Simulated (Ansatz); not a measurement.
```yaml
atoms:
  - { symbol: Fe, position_ang: [0.0000, 0.0000, 0.0000] }
  - { symbol: N, position_ang: [0.0000, 2.9882, 0.0000] }
  - { symbol: P, position_ang: [0.0000, -3.5181, 0.0000] }
```

Basis set: pcseg-2 (spherical functions). Charge 0, multiplicity 3.

Computed with Ansatz (development build ahead of 0.2.0); each method stands on the lowest determinant of its kind that the runs found. Restricted functionals stand beside restricted open-shell atoms, which can lie above the unrestricted atoms usual in DFT and then raise those values.

**Question.** Give the atomization energy at this shape (free ground-state atoms in the same class of orbitals less the molecule, no zero-point energy) of triplet FePN by r²SCAN (unrestricted), r²SCAN (restricted open-shell).

**Answer.**

```
                        method  atomization energy
         r²SCAN (unrestricted)             0.67 eV
r²SCAN (restricted open-shell)            -4.97 eV
```

Caution: other spin multiplicities were not run; the shape is not the minimum. Caution for r²SCAN (unrestricted): the unrestricted determinant is a mixture of spin states. Caution for r²SCAN (restricted open-shell): an unrestricted determinant lies well below; the molecule lies well above its atoms at this level.
